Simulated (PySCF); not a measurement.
Ge(H)(vinyl)(NH2)2 (C2H8GeN2), SMILES C=[CH][GeH]([NH2])[NH2].

Geometry: B3LYP-D3(BJ)/def2-SVP. Other conformers were not sampled.

All values below come from B3LYP-D3(BJ)/def2-SVP run with PySCF 2.14.0.

Frequencies are harmonic and unscaled.

Computed normal modes with their intensities:
```csv
mode,ν (cm⁻¹),IR (km/mol),moving atoms (share of kinetic energy)
1,65,0.1,"C 41 %, H 33 %, N 20 %"
2,122,16.3,"H 79 %, N 18 %"
3,161,6.0,"H 32 %, N 30 %, Ge 23 %, C 16 %"
4,173,2.1,"H 40 %, N 29 %, C 21 %, Ge 10 %"
5,182,6.4,"H 69 %, N 21 %"
6,260,36.4,"H 65 %, N 25 %"
7,319,14.3,"C 50 %, H 24 %, Ge 16 %, N 10 %"
8,457,144.5,"H 71 %, N 27 %"
9,511,154.7,"H 72 %, C 17 %, N 9 %"
10,545,69.3,"H 55 %, N 24 %, C 20 %"
11,580,97.8,"C 52 %, H 28 %, Ge 17 %"
12,671,48.8,"N 57 %, H 28 %, Ge 15 %"
13,687,83.8,"N 47 %, H 32 %, Ge 21 %"
14,741,29.4,"H 86 %, N 9 %"
15,745,34.4,"H 83 %, N 13 %"
16,880,63.6,"H 84 %, N 13 %"
17,908,32.1,"H 87 %, N 12 %"
18,984,28.7,"H 72 %, C 28 %"
19,1003,7.0,"H 85 %, C 15 %"
20,1036,11.2,H 93 %
21,1268,0.5,"H 73 %, C 27 %"
22,1416,11.5,"H 83 %, C 17 %"
23,1540,21.0,"H 91 %, N 9 %"
24,1547,21.0,"H 91 %, N 9 %"
25,1666,4.9,"C 85 %, H 15 %"
26,2124,135.4,H 99 %
27,3104,18.0,H 95 %
28,3122,8.2,"H 92 %, C 8 %"
29,3194,12.4,"H 89 %, C 11 %"
30,3515,5.4,H 96 %
31,3536,8.9,H 96 %
32,3608,6.9,"H 92 %, N 8 %"
33,3635,13.1,"H 91 %, N 9 %"
```
